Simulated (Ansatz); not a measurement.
**Relative stability**

Two relaxed structures of SiH3S2O (charge +1), closed shell (PBE0-D4/def2-TZVP; forces vanish, vibrations not checked).

A:

O1  (-2.164, -0.337, -0.588)
S2  (-1.341, -1.086, 0.621)
Si3  (0.574, -0.496, 0.127)
S4  (0.943, 0.694, -1.486)
H5  (-0.380, 0.742, -1.780)
H6  (-2.843, 0.231, -0.191)
H7  (1.674, -1.048, 0.934)
(Å)

B:

O1  (-1.388, 0.202, -0.824)
S2  (-1.229, -0.528, 0.793)
Si3  (0.931, -0.294, 0.494)
S4  (0.256, 0.316, -1.501)
H5  (-1.772, 1.097, -0.744)
H6  (1.548, 0.783, 1.290)
H7  (1.654, -1.577, 0.491)
(Å)

Computed with Ansatz 0.2.0 (basis: def2-TZVPP); correlated methods freeze the cores. B3LYP uses VWN-RPA correlation.

(1) Which structure is lower at CCSD(T), and by how much? (To be estimated.)

The T1 diagnostic stays at or below 0.017.

Results:

(1) By the calculation: A, by 2.053 eV (electronic energy, against the other). By their contacts, A is SiH₃S₂O ([OH][S][SiH][SH]), total charge +1 and B is SiH₃S₂O ([OH]1[S][SiH2][S]1), total charge +1.

All methods give the same order:

| method | E(B) − E(A) (eV) |
| --- | --- |
| PBE-D4 | 2.274 |
| r2SCAN-D4 | 2.365 |
| PBE0-D4 | 2.201 |
| B3LYP-D4 | 2.182 |
| wB97M-V | 2.015 |
| HF | 1.987 |
| MP2 | 2.185 |
| CCSD | 2.022 |
| CCSD(T) | 2.053 |

Labels in which every atom is bracketed show which atoms are joined, not bond orders.

For scale, one of the runs: CCSD(T)/def2-TZVPP, 199 basis functions, launched by `ansatz run in.yaml --threads 2 --pin off --events-out ev --progress --plain --max-ram 4352MiB`. Time: 52 s of wall clock on 2 CPU threads of an Intel Xeon Platinum 8175M; the host was shared. Peak host memory: 2.2 GiB.
